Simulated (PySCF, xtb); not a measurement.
SZn, SMILES [Zn]=[S].

Harmonic wavenumbers (cm⁻¹) from GFN2-xTB run with xtb 6.7.1 at its own minimum, in rising order: 440.

Task: What does PBE-D3(BJ)/def2-TZVP (PySCF 2.14.0) give at its own minimum? (An estimate is asked for; the answer gives what the named calculation found.)

Result: 449. Paired by order, the mean absolute difference is 10 cm⁻¹ and the zero-point energies are 0.6 and 0.6 kcal/mol.
